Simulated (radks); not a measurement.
Dipole-allowed excitations along the series with 11 electrons in [Ne] 3s1. Method: non-relativistic Kohn-Sham, LB94 model potential, spin-polarised, spherical densities, point nucleus; open shells are filled with parallel spins first; computed with a radial shooting solver on a logarithmic mesh with Libxc functionals. Time-dependent linear response with the Hartree and adiabatic LDA kernel, continuum included through the Sternheimer equations. Lines are the poles of the dipole polarisability below minus the highest occupied eigenvalue, found on a grid refined at the orbital gaps; the lowest seven at most are given, and weak or close lines can be missed. The first line takes the name of the lowest orbital gap if no other gap lies below it; otherwise a line is named after a gap within 0.6 % of it, if that gap stands alone.

| species | -e(HOMO) (eV) | lowest orbital gap (eV) | first line (eV) | f | static alpha (bohr^3) |
|---|---|---|---|---|---|
| Sc10+ | 251.36 | 3s-3p 22.327 | 23.953 (3s-3p) | 0.429 | 0.5831 |
| Ti11+ | 292.88 | 3s-3p 24.249 | 26.010 (3s-3p) | 0.406 | 0.4674 |
| V12+ | 337.42 | 3s-3p 26.168 | 28.065 (3s-3p) | 0.385 | 0.3805 |
| Cr13+ | 385.01 | 3s-3p 28.086 | 30.117 (3s-3p) | 0.366 | 0.3140 |
| Mn14+ | 435.62 | 3s-3p 30.003 | 32.167 (3s-3p) | 0.349 | 0.2622 |
| Fe15+ | 489.27 | 3s-3p 31.918 | 34.216 (3s-3p) | 0.334 | 0.2212 |
